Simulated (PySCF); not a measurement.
Species: C₅H₄ClO₂ (charge -1).
Structure used (GFN2-xTB), in Å, numbered top down from 1:
```
atom  x, y, z in Å
C1    -1.828   -0.522    0.570
C2    -1.043    0.210   -0.507
Cl3   -1.757    1.893   -0.673
C4     0.364    0.284   -0.203
C5     1.537    0.372    0.068
C6     3.006    0.117    0.414
O7     3.228   -1.096    0.510
O8     3.734    1.098    0.544
H9    -1.446   -1.539    0.652
H10   -1.697   -0.027    1.530
H11   -2.889   -0.552    0.326
H12   -1.208   -0.239   -1.492
```

A PySCF run (density fitting, gas phase, GFN2-xTB geometry) gave HOMO -2.87 eV, LUMO 4.67 eV.

Question: Which of these levels was it?
A. PBE/pcSseg-1
B. BHandHLYP/6-31G*
C. OPBE/6-31G
D. OPBE/def2-SVPD

Answer: B. It is BHandHLYP/6-31G*. All candidates on this geometry:

```
                                                         level and settings           kind  basis functions  SCF cycles     E (Eh)  HOMO (eV)  LUMO (eV)
           PBE/pcSseg-1, fitting basis def2-qzvpp-jkfit, level shift 0.1 Eh            GGA              163          14  -802.9658      -0.31       2.42
      OPBE/6-31G, fitting basis def2-qzvpp-jkfit, energy threshold 1e-07 Eh            GGA               84          12  -803.2694       0.01       2.73
     OPBE/def2-SVPD, fitting basis def2-universal-jkfit, level shift 0.2 Eh            GGA              205          20  -803.0533      -0.73       2.06
BHandHLYP/6-31G*, fitting basis def2-qzvpp-jkfit, energy threshold 1e-07 Eh  global hybrid              124          10  -803.3522      -2.87       4.67
```

The nearest other candidate, by the summed differences of HOMO and LUMO, is OPBE/def2-SVPD: its HOMO differs by +2.14 eV and its LUMO by -2.61 eV. All basis functions are spherical, in the Pople sets too. The HOMO energy is positive at OPBE/6-31G; such an orbital is held in place by the finite basis.
